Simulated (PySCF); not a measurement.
C3F3 (SMILES [C]#CC(F)(F)F), doublet, geometry from GFN2-xTB. Base run: BLYP/6-31G in PySCF.

The PySCF input:
```python
from pyscf import gto, scf, dft

mol = gto.M(
    atom='''
C     2.40424185    0.02022529    0.08481996
C     1.21200987    0.01019583    0.04275885
C    -0.26204028   -0.00220437   -0.00924460
F    -0.70984126   -0.97704858   -0.80217770
F    -0.78714150   -0.19345774    1.20206903
F    -0.73915819    1.15169515   -0.47878081
''',
    basis='6-31g',
    spin=1,
    verbose=4,
)

mf = dft.UKS(mol)
mf.xc = 'blyp'
mf.kernel()
```

Each row names what was changed in the base input (with any setting that the change needs).

```
change                                           ΔE vs base (mEh)  fitting functions  dipole (D)
-----------------------------------------------  ----------------  -----------------  ----------
base                                                        0.000                  -        1.41
auxbasis = def2-universal-jfit                             -0.164                294        1.41
auxbasis = def2-tzvp-ri                                    -0.362                456        1.41
auxbasis = cc-pvdz-jkfit                                   -0.201                420        1.41
auxbasis = cc-pvtz-jkfit                                   -0.105                474        1.41
auxbasis = cc-pvtz-ri                                      -0.520                486        1.41
auxbasis = even-tempered beta=2.0                          -0.879                459        1.41
auxbasis = default (with mf = mf.density_fit())            -0.201                420        1.41
auxbasis = def2-svp-ri                                    -19.250                288        1.41
auxbasis = cc-pvqz-jkfit                                   -0.061                636        1.41
```

A fitting set is made for a task (jfit for Coulomb, jkfit for Coulomb and exchange, ri for correlation) and for a family of orbital bases.

Open shells are given as the SCF converged; they aren't shown to be the lowest states, and a large step between rows can be another state.
